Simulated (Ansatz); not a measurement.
Two structures of ZnH$_{2}$ClF, closed shell, reached by relaxing down either side of one saddle point (PBE0-D4/def2-TZVP). Energies are electronic, without zero-point energy. Computed with Ansatz 0.2.0 (basis: def2-TZVPP and def2-QZVPP); correlated methods freeze the cores. The 3s and 3p shells of Cu and Zn are frozen; filled d shells are correlated. Extrapolation: Hartree–Fock as exp(−7.88 √X), correlation as X^−2.97. First:

| atom | x (Å) | y (Å) | z (Å) |
| --- | --- | --- | --- |
| Zn1 | 0.4402 | -0.8523 | 0.1087 |
| F2 | 1.3971 | -0.1225 | 1.3733 |
| Cl3 | -0.6266 | -1.8471 | -1.3734 |
| H4 | -0.3731 | 1.5133 | 0.2229 |
| H5 | -0.8375 | 1.3086 | -0.3314 |

Second:

Zn1  (-0.611, -0.246, -0.720)
F2  (1.011, 0.212, 1.115)
Cl3  (-0.191, -2.278, -1.102)
H4  (0.869, 1.102, 1.324)
H5  (-1.078, 1.210, -0.616)
(Å)

Problem. Which bonds change from the first to the second?

Solution. ZnClF + H₂ → ZnHCl ([Cl][ZnH]) + HF; bonds formed: Zn1–H5, F2–H4; bonds broken: Zn1–F2, H4–H5.

Problem. Give the saddle point's structure and its height above each. (To be estimated.)

Solution. By the calculation: 104.2 kJ/mol above the first and 71.5 kJ/mol above the second (CCSD(T) at an estimated basis limit (MP2 extrapolated from triple and quadruple zeta, plus CCSD(T) − MP2 in triple zeta)).
```
atom    x (Å)    y (Å)    z (Å)
 Zn1  -0.1130  -0.4542  -0.2960
  F2   0.9751   0.3666   1.1386
 Cl3  -0.4385  -2.2408  -1.3385
  H4   0.1445   1.0917   0.5818
  H5  -0.5680   1.2366  -0.0858
```

No T1 diagnostic of these runs exceeds 0.016.

Labels in which every atom is bracketed show which atoms are joined, not bond orders.

For scale, one of the runs: CCSD(T)/def2-TZVPP, 165 basis functions, launched by `ansatz run in.yaml --threads 4 --pin off --events-out ev --progress --plain --max-ram 9574MiB`. The run took 22 s on 4 CPU threads of an Arm Neoverse V2 (shared host), with 1.3 GiB of host memory at its peak.
